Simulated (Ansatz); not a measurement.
GaH3 (SMILES [GaH3]) moved off its minimum; all values from Ansatz (an electronic-structure program), cores frozen in correlated methods.
(charge 0, multiplicity 1)
```xyz
4

Ga    -0.11043     0.01831    -0.01473
H      0.65482    -0.40159     1.34832
H     -0.28526     1.50245    -0.23455
H     -0.42737    -1.11489    -1.05122
```

| level | largest force (eV/Å) | on atom | rms difference from CCSD(T)/aug-cc-pVTZ (eV/Å) | dipole (D) |
|---|---|---|---|---|
| HF/def2-TZVPP | 1.56 | Ga1 | 0.080 | 0.52 |
| PBE/def2-TZVPP | 1.39 | Ga1 | 0.101 | 0.41 |
| r2SCAN/def2-TZVPP | 1.42 | Ga1 | 0.205 | 0.43 |
| B3LYP/def2-TZVPP | 1.43 | Ga1 | 0.143 | 0.44 |
| wB97M-V/def2-TZVPP | 1.45 | Ga1 | 0.207 | 0.45 |
| MP2/aug-cc-pVTZ | 1.53 | Ga1 | 0.059 | 0.49 |
| CCSD(T)/aug-cc-pVTZ | 1.50 | Ga1 | 0.000 | 0.47 |

The differences count from one level among others, with limits of its own. Forces at CCSD(T)/aug-cc-pVTZ (eV/Å):

```csv
atom,Fx,Fy,Fz
Ga1,0.791,-1.059,0.714
H2,-0.260,0.013,-0.240
H3,-0.333,1.137,-0.297
H4,-0.198,-0.091,-0.178
```
